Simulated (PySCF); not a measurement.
Computed structure and properties of [Yb(PH3)]3+

System: [Yb(PH3)]3+ (singlet in the valence; each metal's 4f electrons, 13 of them, lie in its core potential, out of spins and levels); start: template (C3v). Method: PySCF 2.14.0, RKS PBE, Yb lcecp-1-SVP with ECP59, P def2-SVP, H def2-SVP; non-relativistic Hamiltonian with scalar-relativistic core potentials where named; density fitting; no spin-orbit coupling.

Input of the relaxation:

```python
mol = gto.M(atom='''
Yb    -0.00000     0.00000    -0.47473
P      0.00000    -0.00000     2.36277
H      1.21001    -0.00000     3.10597
H     -0.60500     1.04790     3.10597
H     -0.60501    -1.04789     3.10597''',
    basis={'Yb': 'lcecp-1-SVP', 'P': 'def2-SVP', 'H': 'def2-SVP'},
    ecp={'Yb': 'lcecp-1-SVP'},
    charge=3, spin=0)
mf = dft.RKS(mol, xc='PBE')
mf.grids.atom_grid = (50, 194)  # f atoms: unpruned, at least (60, 302)
mf = mf.density_fit()  # fitting sets: Yb AutoAux, P def2-universal-JKFIT, H def2-universal-JKFIT
mf.conv_tol = 1e-08; mf.max_cycle = 55
mf.kernel(dm0)  # dm0: converged density of the start geometry
# quasi-Newton relaxation in Cartesian coordinates to a largest gradient under 0.00045 Eh/bohr, steps kept in the point group
```

Run from Python with OMP_NUM_THREADS=2; the lines above give its settings. Where DIIS fails, smearing, a level shift and second-order steps follow.
It took 9 s on 2 threads of Arm Neoverse V1, on a shared host, from the converged density of the start.

Course of the relaxation:

```csv
step,energy above end (eV),largest force component within the symmetry (eV/Å)
0,0.3179,0.969
1,0.0730,0.951
2,0.0130,0.537
3,0.0032,0.259
4,0.0000,0.007
5,0.0000,0.004
```

Relaxed geometry (C3v):

```xyz
5

Yb    0.0000    0.0000   -0.3587
P     0.0000    0.0000    2.5077
H     1.3487    0.0000    3.0190
H    -0.6744    1.1680    3.0190
H    -0.6744   -1.1680    3.0190
```

| contact | Å |
| --- | --- |
| Yb1–P2 (PH3) | 2.866 |

On the finer grid (75, 302):

```yaml
HOMO: -23.69 eV
LUMO: -20.78 eV
Dipole_about_the_centre_of_mass: 4.47 D
Set_of_Mulliken_populations_of_Yb1_outside_the_core_potential: s 2.33, p 6.07, d 0.41, f 0.00
D3_BJ_dispersion_energy_not_in_the_energies: -0.128 eV
```

| atom | Mulliken (e) | Löwdin (e) | spin (e) |
| --- | --- | --- | --- |
| Yb1 | 2.19 | 2.03 | 0.00 |
| P2 | 0.02 | 0.59 | 0.00 |
| H3 | 0.26 | 0.13 | 0.00 |
| H4 | 0.26 | 0.13 | 0.00 |
| H5 | 0.26 | 0.13 | 0.00 |

The 4f levels lie in the core potential and are missing. Their spin isn't counted.

On the grid (50, 194), as all that follows. Harmonic modes: a minimum; lowest 199 cm⁻¹ (negative: unstable), highest 2322 cm⁻¹, zero-point energy 0.668 eV.

Taking off one PH3 (charge 0, singlet; the rest: singlet) in vacuum, both parts rigid, costs 6.48 eV; the small basis without counterpoise inflates it. Parting with an electron moved from the ligand to the metal can be far cheaper, even downhill.

Rigid scan of PH3 along the line from its metal:

distance to P2 (Å), energy (eV) and a bar:
```
     2.57      0.284 ##############################
     2.67      0.111 ############
     2.77      0.025 ###
     2.87      0.000 
     2.97      0.018 ##
     3.07      0.066 #######
     3.27      0.209 ######################
```

One start shape was tried, so this needn't be the lowest isomer.

An lcecp potential fixes the number of 4f electrons, so in runs with it no electron can move into or out of that shell.
